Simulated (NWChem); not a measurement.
System: CH₃FHfS; SMILES [CH3][Hf]([F])=[S]

Input file for NWChem:

```
start job
memory heap 200 mb stack 900 mb global 1100 mb
geometry units angstroms noautoz
  Hf    -0.324658     0.331176    -0.571611
  S      0.745902    -1.522532     0.008018
  F     -1.863842     0.610309     0.524656
  C      1.067065     1.954876    -0.045738
  H      0.620313     2.946030    -0.253226
  H      2.026863     1.874358    -0.585868
  H      1.307316     1.916792     1.030661
end
basis spherical
  Hf library def2-svp
  S library def2-svp
  F library def2-svp
  C library def2-svp
  H library def2-svp
end
ecp
  Hf library def2-ecp
end
dft
  xc xpbe96 cpbe96
  iterations 150
  mulliken
end
task dft gradient
```

NWChem printed, in part:

```
             Northwest Computational Chemistry Package (NWChem) 7.3.0
             --------------------------------------------------------

 C1  symmetry detected

                             Geometry "geometry" -> ""
                             -------------------------

 Output coordinates in angstroms (scale by  1.889725989 to convert to a.u.)

  No.       Tag          Charge          X              Y              Z
 ---- ---------------- ---------- -------------- -------------- --------------
    1 Hf                  72.0000    -0.05029310     0.18054201    -0.23130269
    2 S                   16.0000    -0.08106801    -1.98068486     0.26513779
    3 F                    9.0000    -1.41636216     1.12468344     0.71276098
    4 C                    6.0000     1.84961469     0.90918164     0.61088000
    5 H                    1.0000     1.96027376     2.00012387     0.46046561
    6 H                    1.0000     2.72467541     0.39668388     0.17378669
    7 H                    1.0000     1.88281354     0.71788466     1.69720823

 Effective nuclear repulsion energy (a.u.)     664.5669529836

 Summary of "ao basis" -> "ao basis" (spherical)
 ------------------------------------------------------------------------------
       Tag                 Description            Shells   Functions and Types
 ---------------- ------------------------------  ------  ---------------------
 Hf                         def2-svp                12       32   6s3p2d1f
 S                          def2-svp                 8       18   4s3p1d
 F                          def2-svp                 6       14   3s2p1d
 C                          def2-svp                 6       14   3s2p1d
 H                          def2-svp                 3        5   2s1p

            General Information
            -------------------
          SCF calculation type: DFT
          Wavefunction type:  closed shell.
          No. of atoms     :     7
          No. of electrons :    46
           Alpha electrons :    23
            Beta electrons :    23
          Charge           :     0
          Spin multiplicity:     1
          Use of symmetry is: off; symmetry adaption is: off
          Maximum number of iterations: 150
          AO basis - number of functions:    93
                     number of shells:    41
          Convergence on energy requested:  1.00D-06
          Convergence on density requested:  1.00D-05
          Convergence on gradient requested:  5.00D-04

              XC Information
              --------------
          PerdewBurkeErnzerhof Exchange Functional  1.000
            Perdew 1991 LDA Correlation Functional  1.000 local
           PerdewBurkeErnz. Correlation Functional  1.000 non-local

             Grid Information
             ----------------
          Grid used for XC integration:  medium
          Radial quadrature: Mura-Knowles
          Angular quadrature: Lebedev.
          Tag              B.-S. Rad. Rad. Pts. Rad. Cut. Ang. Pts.
          ---              ---------- --------- --------- ---------
          Hf                  1.55      123          10.0       590
          S                   1.00       88          11.0       590
          F                   0.50       49          11.0       434
          C                   0.70       49          10.0       434
          H                   0.35       45          11.0       434
          Grid pruning is: on
          Number of quadrature shells:   444
          Spatial weights used:  Erf1

      Superposition of Atomic Density Guess
      -------------------------------------

 Sum of atomic energies:        -587.70071766

      Non-variational initial energy
      ------------------------------

 Total energy =    -583.618758
 1-e energy   =   -1147.411778
 2-e energy   =     398.437704
 HOMO         =      -0.319624
 LUMO         =      -0.065774

     ---------------------------------------------
      Total Density - Mulliken Population Analysis
     ---------------------------------------------

    Atom       Charge   Shell Charges
 -----------   ------   -------------------------------------------------------
    1 Hf  12     9.69   0.03 -0.30  1.75  0.52  0.39  0.09  5.46  0.58  0.11  0.78  0.18  0.09
    2 S   16    17.15   2.00  1.99  1.24  0.68  5.94  2.04  3.24  0.02
    3 F    9     9.69   1.99  1.16  0.80  3.59  2.16  0.00
    4 C    6     6.91   1.99  0.97  0.36  2.19  1.39  0.01
    5 H    1     0.85   0.65  0.18  0.03
    6 H    1     0.85   0.65  0.18  0.03
    7 H    1     0.85   0.65  0.18  0.03

   convergence    iter        energy       DeltaE   RMS-Dens  Diis-err
 ---------------- ----- ----------------- --------- --------- ---------
 d= 0,ls=0.0,diis     1   -585.2308998086 -7.51D+02  6.40D-02  1.73D+00
 d= 0,ls=0.0,diis     2   -576.7241896212  8.51D+00  5.16D-02  5.95D+01
 d= 0,ls=0.0,diis     3   -585.3359028700 -8.61D+00  1.29D-02  1.32D+00
 d= 0,ls=0.0,diis     4   -585.4772386240 -1.41D-01  7.04D-03  4.94D-01
 d= 0,ls=0.0,diis     5   -585.5141108686 -3.69D-02  3.36D-03  1.20D-01
  Resetting Diis
 d= 0,ls=0.0,diis     6   -585.5307291920 -1.66D-02  1.50D-03  2.52D-02
 d= 0,ls=0.0,diis     7   -585.5341900033 -3.46D-03  1.70D-03  1.69D-03
 d= 0,ls=0.0,diis     8   -585.5310277646  3.16D-03  1.43D-03  1.88D-02
 d= 0,ls=0.0,diis     9   -585.5344309979 -3.40D-03  1.89D-04  3.87D-04
 d= 0,ls=0.0,diis    10   -585.5344838633 -5.29D-05  3.78D-05  3.21D-05
 d= 0,ls=0.0,diis    11   -585.5344869660 -3.10D-06  9.41D-06  1.31D-06
 d= 0,ls=0.0,diis    12   -585.5344870839 -1.18D-07  4.30D-06  2.60D-07

         Total DFT energy =     -585.534487083909
      One electron energy =    -1152.091126660611
           Coulomb energy =      449.535997652843
    Exchange-Corr. energy =      -48.334673323420
 Nuclear repulsion energy =      165.355315247279

 Numeric. integr. density =       45.999997129337

                       DFT Final Molecular Orbital Analysis
                       ------------------------------------

 Vector   21  Occ=2.000000D+00  E=-2.366272D-01
              MO Center=  1.3D-01, -1.2D+00,  1.7D-01, r^2= 3.3D+00
   Bfn.  Coefficient  Atom+Function         Bfn.  Coefficient  Atom+Function
  ----- ------------  ---------------      ----- ------------  ---------------
    44      0.433283  2 S  py                41      0.365640  2 S  py
    20     -0.319262  1 Hf d  2              17     -0.272806  1 Hf d -1
    38      0.211839  2 S  py                 5      0.187847  1 Hf s
    68      0.165007  4 C  px                 8      0.129565  1 Hf py
    67     -0.127408  4 C  s                  3     -0.125125  1 Hf s

 Vector   22  Occ=2.000000D+00  E=-2.186070D-01
              MO Center= -1.2D-02, -1.5D+00,  1.9D-01, r^2= 2.5D+00
   Bfn.  Coefficient  Atom+Function         Bfn.  Coefficient  Atom+Function
  ----- ------------  ---------------      ----- ------------  ---------------
    45      0.492817  2 S  pz                42      0.376997  2 S  pz
    17     -0.223874  1 Hf d -1              39      0.217293  2 S  pz
    20      0.161091  1 Hf d  2              18      0.139474  1 Hf d  0
    67      0.115617  4 C  s                 43      0.110014  2 S  px
    22     -0.096308  1 Hf d -1               8     -0.094480  1 Hf py

 Vector   23  Occ=2.000000D+00  E=-2.103201D-01
              MO Center= -5.9D-02, -1.5D+00,  2.0D-01, r^2= 2.3D+00
   Bfn.  Coefficient  Atom+Function         Bfn.  Coefficient  Atom+Function
  ----- ------------  ---------------      ----- ------------  ---------------
    43      0.515485  2 S  px                40      0.388851  2 S  px
    16     -0.236225  1 Hf d -2              37      0.223704  2 S  px
    45     -0.135231  2 S  pz                19     -0.115583  1 Hf d  1
     7     -0.105945  1 Hf px                42     -0.096131  2 S  pz
    21     -0.093356  1 Hf d -2              56     -0.083865  3 F  pz

 Vector   24  Occ=0.000000D+00  E=-1.324621D-01
              MO Center= -8.3D-02,  2.4D-01, -1.1D+00, r^2= 3.5D+00
   Bfn.  Coefficient  Atom+Function         Bfn.  Coefficient  Atom+Function
  ----- ------------  ---------------      ----- ------------  ---------------
    18      0.563717  1 Hf d  0               5      0.445944  1 Hf s
     6      0.440007  1 Hf s                 15     -0.295202  1 Hf pz
    67     -0.208031  4 C  s                  3     -0.201975  1 Hf s
     9      0.179347  1 Hf pz                 4     -0.169569  1 Hf s
    44     -0.160921  2 S  py                23      0.151322  1 Hf d  0

 Vector   25  Occ=0.000000D+00  E=-8.735414D-02
              MO Center=  2.5D-01,  2.5D-01, -5.2D-01, r^2= 3.4D+00
   Bfn.  Coefficient  Atom+Function         Bfn.  Coefficient  Atom+Function
  ----- ------------  ---------------      ----- ------------  ---------------
    19      0.655001  1 Hf d  1              24      0.276384  1 Hf d  1
    13      0.263006  1 Hf px                16      0.245283  1 Hf d -2
    17     -0.241204  1 Hf d -1              90      0.218896  7 H  s
     6      0.166927  1 Hf s                 67      0.163536  4 C  s
    80     -0.150503  5 H  s                 44     -0.141842  2 S  py

 Vector   26  Occ=0.000000D+00  E=-6.586772D-02
              MO Center= -2.0D-01,  1.8D-01, -3.7D-01, r^2= 3.5D+00
   Bfn.  Coefficient  Atom+Function         Bfn.  Coefficient  Atom+Function
  ----- ------------  ---------------      ----- ------------  ---------------
    17      0.599574  1 Hf d -1              18      0.324769  1 Hf d  0
    44      0.264866  2 S  py                16      0.238773  1 Hf d -2
    22      0.237435  1 Hf d -1              19      0.225678  1 Hf d  1
    45      0.226743  2 S  pz                14     -0.182569  1 Hf py
    36      0.177799  2 S  s                 20     -0.155838  1 Hf d  2

     ---------------------------------------------
      Total Density - Mulliken Population Analysis
     ---------------------------------------------

    Atom       Charge   Shell Charges
 -----------   ------   -------------------------------------------------------
    1 Hf  12    11.24   0.03 -0.31  1.83  0.45  0.51  0.02  5.50  0.56  0.19  1.94  0.39  0.11
    2 S   16    16.27   2.00  1.98  1.26  0.67  5.92  1.79  2.62  0.02
    3 F    9     9.28   1.99  1.13  0.81  3.32  2.02  0.00
    4 C    6     6.47   1.98  0.89  0.36  2.10  1.13  0.01
    5 H    1     0.93   0.72  0.18  0.02
    6 H    1     0.91   0.72  0.17  0.03
    7 H    1     0.90   0.71  0.16  0.03

     -------------------------------------------
      Total Density - Lowdin Population Analysis
     -------------------------------------------

    Atom       Charge   Shell Charges
 -----------   ------   -------------------------------------------------------
    1 Hf  12    11.96   0.00  0.03  1.12  0.79  0.41  0.17  4.88  1.24  0.36  1.83  0.89  0.24
    2 S   16    15.88   2.00  1.96  0.99  0.69  5.81  1.89  2.52  0.03
    3 F    9     9.09   1.98  1.02  0.77  3.19  2.13  0.00
    4 C    6     6.27   1.96  0.60  0.35  1.89  1.43  0.04
    5 H    1     0.94   0.61  0.26  0.07
    6 H    1     0.93   0.61  0.25  0.07
    7 H    1     0.92   0.60  0.25  0.07

     Multipole analysis of the density
     ---------------------------------

     L   x y z        total         alpha         beta         nuclear
     -   - - -        -----         -----         ----         -------
     0   0 0 0     -0.000000    -23.000000    -23.000000     46.000000

     1   1 0 0      0.441668     -2.630371     -2.630371      5.702411
     1   0 1 0      1.347757     10.909126     10.909126    -20.470496
     1   0 0 1     -1.626609    -13.926266    -13.926266     26.225923

     2   2 0 0    -37.399156   -114.275908   -114.275908    191.152660
     2   1 1 0      0.805992     -7.750839     -7.750839     16.307671
     2   1 0 1      1.264180     -3.047842     -3.047842      7.359864
     2   0 2 0    -41.193804   -170.899500   -170.899500    300.605196
     2   0 1 1     -1.127679     -7.441383     -7.441383     13.755087
     2   0 0 2    -32.328407    -37.056405    -37.056405     41.784403

            General Information
            -------------------
          SCF calculation type: DFT
          Wavefunction type:  closed shell.
          No. of atoms     :     7
          No. of electrons :    46
           Alpha electrons :    23
            Beta electrons :    23
          Charge           :     0
          Spin multiplicity:     1
          Use of symmetry is: off; symmetry adaption is: off
          Maximum number of iterations: 150
          AO basis - number of functions:    93
                     number of shells:    41
          Convergence on energy requested:  1.00D-06
          Convergence on density requested:  1.00D-05
          Convergence on gradient requested:  5.00D-04

              XC Information
              --------------
          PerdewBurkeErnzerhof Exchange Functional  1.000
            Perdew 1991 LDA Correlation Functional  1.000 local
           PerdewBurkeErnz. Correlation Functional  1.000 non-local

             Grid Information
             ----------------
          Grid used for XC integration:  medium
          Radial quadrature: Mura-Knowles
          Angular quadrature: Lebedev.
          Tag              B.-S. Rad. Rad. Pts. Rad. Cut. Ang. Pts.
          ---              ---------- --------- --------- ---------
          Hf                  1.55      123          10.0       590
          S                   1.00       88          11.0       590
          F                   0.50       49          11.0       434
          C                   0.70       49          10.0       434
          H                   0.35       45          11.0       434
          Grid pruning is: on
          Number of quadrature shells:   444
          Spatial weights used:  Erf1

          Convergence Information
          -----------------------
          Convergence aids based upon iterative change in
          total energy or number of iterations.
          Levelshifting, if invoked, occurs when the
          HOMO/LUMO gap drops below (HL_TOL):  1.00D-02
          DIIS, if invoked, will attempt to extrapolate
          using up to (NFOCK): 10 stored Fock matrices.

                    Damping( 0%)  Levelshifting(0.5)       DIIS
                  --------------- ------------------- ---------------
          dE  on:    start            ASAP                start
          dE off:    2 iters        150 iters           150 iters

                            NWChem DFT Gradient Module
                            --------------------------

  charge          =   0.00
  wavefunction    = closed shell

                         DFT ENERGY GRADIENTS

    atom               coordinates                        gradient
                 x          y          z           x          y          z
   1 Hf     -0.095040   0.341175  -0.437099   -0.001497  -0.006376   0.009989
   2 S      -0.153196  -3.742952   0.501038    0.000137   0.008228  -0.003510
   3 F      -2.676536   2.125344   1.346923    0.003441  -0.001649  -0.004014
   4 C       3.495265   1.718104   1.154396    0.001971   0.001077  -0.000349
   5 H       3.704380   3.779686   0.870154    0.000080  -0.004825   0.000817
   6 H       5.148890   0.749624   0.328409   -0.003641   0.002712   0.002028
   7 H       3.558002   1.356605   3.207259   -0.000491   0.000834  -0.004962
```

Level: PBE/def2-SVP with def2 effective core potentials on Hf. Structure relaxed at the PBE0/def2-SVP level. def2 effective core potentials on Hf; no spin-orbit coupling.
